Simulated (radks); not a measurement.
Effect of the nuclear size on the germanium ion Ge+, [Ar] 3d10 4s2 4p1. Calculated with a radial shooting solver on a logarithmic mesh with Libxc functionals: Dirac Kohn-Sham, exchange-only LDA, spin-unpolarised, spherical densities, finite nucleus; open shells fill j = l - 1/2 first; Fermi nuclear charge, rms radius 4.0742 fm. The rms radius is varied about that value; shifts are against it.

| rms radius (fm) | total energy shift (eV) | density at nucleus (e/bohr^3) | 1s1/2 shift (meV) | 2s1/2 shift (meV) | 3s1/2 shift (meV) | 3p1/2 shift (meV) |
|---|---|---|---|---|---|---|
| 3.5283 | -0.0846 | 3.185e+04 | -35.9 | -3.50 | -0.519 | 0.056 |
| 3.9479 | -0.0206 | 3.162e+04 | -8.75 | -0.851 | -0.126 | 0.014 |
| 4.0742 | 0 | 3.156e+04 | 0.000 | 0.000 | 0.000 | 0.000 |
| 4.4653 | 0.0676 | 3.138e+04 | 28.7 | 2.79 | 0.415 | -0.045 |
| 4.6038 | 0.0929 | 3.132e+04 | 39.5 | 3.84 | 0.570 | -0.061 |

Slopes of the eigenvalues against <r^2> in GHz/fm^2, as finite differences over the two radii next to the reference (eigenvalue slopes, not the field-shift constants of lines): 1s1/2 2080, 2s1/2 202, 3s1/2 30.1, 3p1/2 -3.24.
